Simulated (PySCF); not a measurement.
# SbCl⁺: frontier orbitals

MN15 at R = 2.282 Å; PySCF, scalar-relativistic core potentials, basis sets Sb def2-SVP with ECP28, Cl def2-SVP. State: ²Π (doublet), unpaired electrons π ↑. Only the outer orbitals are listed, counted within each symmetry, core potentials removing the inner ones.

```
spin  orbital  occ.  ε (eV)  on Sb (%)            main shells (%)
   α       7σ     1  -29.71         13            85 Cl s, 9 Sb s
   α       8σ     1  -23.16         79   79 Sb s, 12 Cl s, 9 Cl p
   α       9σ     1  -17.25         38  60 Cl p, 27 Sb p, 10 Sb s
   α       4π     1  -16.79         19           81 Cl p, 18 Sb p
   α       4π     1  -16.58         16           84 Cl p, 14 Sb p
   α       5π     1  -13.39         83           82 Sb p, 17 Cl p
   α       5π     0  -10.40         86           86 Sb p, 14 Cl p
   α      10σ     0   -7.10         79           72 Sb p, 22 Cl p
   α      11σ     0   -1.13        101                    93 Sb s
   β       7σ     1  -29.61         11                    86 Cl s
   β       8σ     1  -22.35         77  77 Sb s, 13 Cl p, 10 Cl s
   β       9σ     1  -17.01         40  59 Cl p, 25 Sb p, 13 Sb s
   β       4π     1  -16.58         13           87 Cl p, 11 Sb p
   β       4π     1  -16.35          9                    91 Cl p
   β       5π     0  -10.02         88           88 Sb p, 11 Cl p
   β       5π     0   -8.95         92                    92 Sb p
   β      10σ     0   -6.71         81           74 Sb p, 20 Cl p
```

Problem. Which are the highest filled and the lowest empty level, where do they sit, and how wide is the gap?

Solution. Highest filled α 5π at -13.39 eV (in %: 82 Sb p, 17 Cl p); lowest empty α 5π at -10.40 eV (in %: 86 Sb p, 14 Cl p); the gap at MN15 is 2.99 eV. Both belong to one degenerate shell, split only by its one-sided filling, so this is no excitation gap.

```json
{"bond order (Mayer)": "1.50", "⟨S²⟩": "0.754", "charge on Sb (Mulliken, basis-dependent)": "1.01", "charge on Sb (Löwdin, basis-dependent)": "0.86", "dipole moment (positive dipole points towards Cl; it is taken about the centre of mass and depends on that origin)": "-2.21 D"}
```

Shares are Mulliken populations and can fall outside 0 to 100 %.

Spin–orbit coupling is left out. The state was picked by a PBE0 search and need not be the measured ground state.
